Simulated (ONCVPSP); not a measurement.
Configuration tests for arsenic (ONCV)

As (Z = 33), optimised norm-conserving Vanderbilt (ONCV), made with ONCVPSP 4.0.1 (PBE, scalar-relativistic). Core [Ne] 3s2, reference 3p6 3d10 4s2 4p2 (charge +1). Waves: 4s: rc 1.30 bohr, ncon 4, nbas 8, qcut 5.6 1/bohr, 2 projectors, debl 1.4 Ha; 3p+4p: rc 0.80 bohr, ncon 5, nbas 9, qcut 16.6 1/bohr, 2 projectors; 3d: rc 1.05 bohr, ncon 4, nbas 8, qcut 14.4 1/bohr, 2 projectors, debl 1.6 Ha. Local part: polynomial inside 0.70 bohr (lpopt 4, dvloc0 2 Ha). Core correction: Teter function fitted to the true core (icmod 2), fcfact 0.6.

In the d channel the program set the typed energies aside and used -1.852, 0.250 Ha.

Energies are relative to the spin-unpolarised reference configuration 3p6 3d10 4s2 4p2; without spin polarisation the order of configurations can differ from experiment.

Give the all-electron excitation energy and the error of the potential for: 3p6 3d10 4s2 4p3; 3p6 3d10 4s2 4p1; 3p6 3d10 4s2 4p0; 3p6 3d9 4s2 4p3.

```tsv
valence configuration	charge	ΔE all-electron (eV)	error AE − PS (meV)
3p6 3d10 4s2 4p3	0	-9.149	+0.3
3p6 3d10 4s2 4p1	+2	17.918	-1.8
3p6 3d10 4s2 4p0	+3	45.622	-5.2
3p6 3d9 4s2 4p3	+1	41.680	+71
```

Note: ghosts flagged at negative energy: s at -146.6 eV; GHOST(+) flags only above 600 eV. A true bound ghost makes a file unfit for plane-wave use.
